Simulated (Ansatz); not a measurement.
C2H7AlOSi can be A, `[SiH3][Al]1[CH2]C[O]1`, or B, `[CH3][Al]1[CH2]O[SiH2]1`.

Computed with Ansatz on PBE0-D4/def2-TZVP structures; ΔE is electronic, products minus reactants. CCSD(T)/CBS is the MP2 limit (def2-TZVPP, def2-QZVPP) plus CCSD(T) − MP2 in def2-TZVPP, frozen cores. DFT in def2-TZVPP. B3LYP here is the variant with VWN-RPA as its local correlation; programs differ in this.

Question: Which is lower in electronic energy at CCSD(T)/CBS, and by how much? (An estimate is asked.)

Answer: Ansatz gave: A, by 37.0 kJ/mol.

Question: Give E(B) − E(A) in kJ/mol with CCSD(T)/def2-TZVPP, PBE-D4, B3LYP-D4, B2PLYP, ωB97M-V, r2SCAN-D4, PBE0-D4. (Best estimate.)

Answer: Computed: CCSD(T)/def2-TZVPP 41.7, PBE-D4 36.6, B3LYP-D4 34.4, B2PLYP 37.1, ωB97M-V 32.7, r2SCAN-D4 37.7, PBE0-D4 37.1. None reverses the order clearly.

Largest T1 diagnostic: 0.014.
